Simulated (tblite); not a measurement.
C₅H₁₆Ge₂Si.
Atom-mapped SMILES: `[SiH3:1][Ge@H:2]([GeH3:3])[CH:4]1[CH2:5][CH2:6][CH2:7][CH2:8]1` (hydrogens: H9, H10, H11 on Si1; H12 on Ge2; H13, H14, H15 on Ge3; H16 on C4; H17, H18 on C5; H19, H20 on C6; H21, H22 on C7; H23, H24 on C8)

Computed with GFN2-xTB (tblite), gas phase: L-BFGS steps from a force-field or distance-geometry start until the largest atomic force falls under 0.01 eV/Å.

Step 130: E = -665.5471 eV
```
atom  x, y, z in Å  |  force x, y, z in eV/Å
Si1    -2.6241   -2.4086   -0.1253    0.010  -0.014  -0.016
Ge2    -1.3921   -0.4719    0.4162   -0.014  -0.022   0.007
Ge3    -2.4603    1.5896   -0.2177   -0.053  -0.017  -0.005
C4      0.5220   -0.4426   -0.1916    0.012   0.015  -0.020
C5      1.5100   -0.1673    0.9371    0.013   0.006  -0.007
C6      2.7999    0.2674    0.2302    0.012   0.002  -0.026
C7      2.3714    0.7864   -1.1557   -0.017  -0.012  -0.008
C8      0.8443    0.6705   -1.1825   -0.020   0.033  -0.009
H9     -1.7470   -3.5657   -0.3156    0.016   0.020   0.001
H10    -3.3850   -2.2051   -1.3586   -0.004  -0.002  -0.013
H11    -3.5619   -2.7175    0.9523   -0.026  -0.016   0.015
H12    -1.3005   -0.3860    1.9421    0.010   0.016   0.003
H13    -2.4801    1.8306   -1.7014    0.011   0.011  -0.027
H14    -1.9086    2.8701    0.3410    0.025   0.018   0.026
H15    -3.9197    1.6464    0.1516    0.039  -0.003   0.005
H16     0.7659   -1.4044   -0.6547    0.027  -0.004   0.007
H17     1.6600   -1.0377    1.5761   -0.007   0.007   0.015
H18     1.1327    0.6492    1.5586   -0.008   0.004   0.000
H19     3.4727   -0.5825    0.1164    0.022  -0.004   0.035
H20     3.3216    1.0361    0.7995    0.016  -0.027   0.015
H21     2.8070    0.1678   -1.9415    0.006   0.006  -0.001
H22     2.6968    1.8140   -1.3219   -0.016  -0.041  -0.006
H23     0.4596    0.4733   -2.1835   -0.010  -0.023  -0.014
H24     0.4038    1.6080   -0.8302   -0.042   0.047   0.024
```

Step 131: E = -665.5476 eV
```
atom  x, y, z in Å  |  force x, y, z in eV/Å
Si1    -2.6256   -2.4120   -0.1262   -0.029  -0.006  -0.009
Ge2    -1.3931   -0.4775    0.4184    0.000  -0.007   0.015
Ge3    -2.4490    1.5929   -0.2112   -0.072   0.005  -0.031
C4      0.5215   -0.4470   -0.1903    0.012   0.012  -0.016
C5      1.5098   -0.1628    0.9362   -0.009   0.004   0.000
C6      2.7971    0.2730    0.2266    0.019  -0.003  -0.015
C7      2.3654    0.7861   -1.1601   -0.018  -0.009  -0.009
C8      0.8388    0.6647   -1.1848   -0.018   0.021  -0.012
H9     -1.7514   -3.5707   -0.3104    0.030   0.004  -0.003
H10    -3.3857   -2.2120   -1.3615    0.006   0.000  -0.003
H11    -3.5664   -2.7160    0.9516   -0.017  -0.013   0.002
H12    -1.3024   -0.3970    1.9459    0.013   0.015  -0.009
H13    -2.4287    1.8525   -1.6954    0.006   0.010   0.019
H14    -1.9112    2.8676    0.3807    0.012  -0.011   0.009
H15    -3.9206    1.6456    0.1193    0.072  -0.003   0.000
H16     0.7689   -1.4106   -0.6488    0.021   0.012   0.005
H17     1.6624   -1.0279    1.5814   -0.001  -0.008   0.010
H18     1.1299    0.6550    1.5531   -0.016   0.025   0.009
H19     3.4708   -0.5760    0.1148    0.035  -0.012   0.031
H20     3.3176    1.0437    0.7941    0.017  -0.024   0.008
H21     2.8041    0.1683   -1.9450   -0.001   0.006   0.003
H22     2.6842    1.8148   -1.3289   -0.002  -0.026  -0.009
H23     0.4553    0.4629   -2.1854   -0.020  -0.014  -0.006
H24     0.3965    1.6024   -0.8331   -0.040   0.024   0.009
```

**Question.** Estimate the geometry and energy of step 132. (The exact step hangs on the optimiser's Hessian estimate; all steps are aligned on step 131, rigid shifts and turns removed.)

**Answer.** E = -665.5480 eV, largest force 0.066 eV/Å
```
atom  x, y, z in Å  |  force x, y, z in eV/Å
Si1    -2.6229   -2.4167   -0.1295   -0.065   0.008   0.002
Ge2    -1.3958   -0.4795    0.4172    0.013   0.016   0.021
Ge3    -2.4475    1.5942   -0.2120   -0.018  -0.033  -0.003
C4      0.5203   -0.4465   -0.1908    0.000   0.005   0.000
C5      1.5081   -0.1611    0.9355   -0.029   0.006   0.017
C6      2.7959    0.2702    0.2254    0.020  -0.013   0.007
C7      2.3633    0.7840   -1.1603   -0.009  -0.004  -0.004
C8      0.8365    0.6691   -1.1814   -0.013  -0.001  -0.012
H9     -1.7407   -3.5678   -0.3117    0.040  -0.018  -0.009
H10    -3.3862   -2.2222   -1.3647    0.018   0.000   0.011
H11    -3.5625   -2.7252    0.9496   -0.002  -0.009  -0.014
H12    -1.3070   -0.3952    1.9456    0.013   0.007  -0.022
H13    -2.4383    1.8459   -1.6926    0.012   0.019  -0.048
H14    -1.9014    2.8677    0.3672    0.038   0.017   0.026
H15    -3.9099    1.6629    0.1282   -0.011  -0.015   0.021
H16     0.7718   -1.4095   -0.6492    0.006   0.026  -0.002
H17     1.6575   -1.0217    1.5872    0.005  -0.024   0.000
H18     1.1290    0.6598    1.5479   -0.023   0.043   0.018
H19     3.4661   -0.5815    0.1145    0.042  -0.016   0.021
H20     3.3187    1.0377    0.7951    0.022  -0.013  -0.005
H21     2.7997    0.1655   -1.9459   -0.010   0.002   0.002
H22     2.6825    1.8113   -1.3301    0.022   0.005  -0.011
H23     0.4522    0.4713   -2.1825   -0.036   0.001   0.003
H24     0.3990    1.6072   -0.8217   -0.033  -0.010  -0.018
```

The energy changes by -0.0004 eV. The first-order estimate −F·Δx gives -0.0015 eV and the mean of the old and new forces, exact on a quadratic surface, -0.0004 eV. The step makes an angle of 78° with the force vector and moves no atom by more than 0.022 Å.

The cost below is that of the whole relaxation. The run took 3.1 s of wall time on an Arm Neoverse V1 with one thread (shared host).
